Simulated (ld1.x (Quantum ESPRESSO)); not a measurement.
Which change was made? (Hg, TM)

- Element: Hg
- Generator: ld1.x (Quantum ESPRESSO) 7.5
- Type: norm-conserving Troullier–Martins (Kleinman–Bylander form)
- Functional: PBEsol
- Relativity: fully relativistic
- Frozen core: [Kr] 4d10 4f14 5s2
- Valence charge: 18
- Reference configuration: 5p6 5d10 6s2 6p0
- Partial waves: 6s (bound): rc 2.30 bohr; 5d (bound): rc 1.20 bohr; 5p (bound): rc 1.80 bohr
- Local potential: the p channel
- Core correction: Bessel-smoothed model core, default radius (core density twice the valence density)

Open shells are filled in proportion to 2j + 1 (rel_dist='average').

Cutoffs, loose and tight: the cutoffs (Ry, on a coarse ladder) from which the occupation-weighted sum of valence levels, in a spherical-Bessel basis at the reference potential, stays within 10 and 1 mRy of its value at 400 Ry. They do not see the model core or the augmentation charge, which bear on the density cutoff. Test errors are all-electron minus pseudo excitation energies from the reference, over the configurations 5p6 5d10 6s1 6p0; 5p6 5d10 6s0 6p0; 5p6 5d9 6s0 6p0; 5p6 5d8 6s0 6p0; 5p6 5d9 6s2 6p1; 5p6 5d10 6s1.5 6p0; 5p6 5d10 6s0 6p2; variants that change the core or the reference have their own tests. The largest error is taken over the tests solved by every variant that gives reliable tests at all, those not shown here included: 5p6 5d10 6s0 6p0; 5p6 5d10 6s0 6p2; 5p6 5d10 6s1 6p0; 5p6 5d10 6s1.5 6p0; 5p6 5d9 6s0 6p0.

The base gives: outcome: generated, misses its reference levels by 12.69 eV; bound ghosts: p1/2 (extra level of the local part), s; largest test error (meV): +774.

**Question.** After one change the result is: outcome: generated, misses its reference levels by 12.67 eV; bound ghosts: p1/2 (extra level of the local part), s; largest test error (meV): +872. Which change was it?
A. wave 5p (bound): rc 1.80 bohr becomes 5p (bound): rc 1.90 bohr
B. wave 5p (bound): rc 1.80 bohr becomes 5p (bound): rc 2.26 bohr
C. wave 5p (bound): rc 1.80 bohr becomes 5p (bound): rc 1.66 bohr

**Answer.** A. The others give: wave 5p (bound): rc 1.80 bohr becomes 5p (bound): rc 2.26 bohr → outcome: generated, misses its reference levels by 12.59 eV; bound ghosts: p1/2 (extra level of the local part), s; largest test error (meV): +663 | wave 5p (bound): rc 1.80 bohr becomes 5p (bound): rc 1.66 bohr → outcome: generated, misses its reference levels by 12.73 eV; bound ghosts: p1/2 (extra level of the local part), s; largest test error (meV): +580.
